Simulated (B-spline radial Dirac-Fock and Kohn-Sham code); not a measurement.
# Radiative decay of the M3 hole in Eu⁺

System: the Eu⁺ ion in the configuration [Xe] 4f7 6s1.

Method: independent-particle radiative and Coulomb Auger rates from relativistic LDA hole-state orbitals, with Dirac-Fock energies. Computed with a radial finite-basis atomic code.

```csv
line,multipole,energy (eV),width (meV),share (%)
M3-M4,E1,323.3,0.0769,0.629
M3-M5,E1,351.4,0.913,7.47
M3-N1,E1,1111.8,2.00,16.4
M3-N2,E2,1186.1,0.00316,0.0258
M3-N3,E2,1215.2,0.00277,0.0226
M3-N4,E1,1338.7,0.968,7.92
Mγ,E1,1343.9,7.86,64.3
M3-O1,E1,–,0.353,2.89
M3-N6,E2,1481.8,0.00281,0.0230
M3-N7,E2,1482.4,0.0165,0.135
M3-P1,E1,1484.0,0.0269,0.220
```

The listed lines hold 100.0 % of the radiative rate. A dash stands for an energy that rests on an unreliable hole state. The radiative width is 0.0122 eV in the length form and 0.0119 eV in the velocity form; the two differ because the transition energies are not eigenvalue differences of the potential that gave the orbitals.
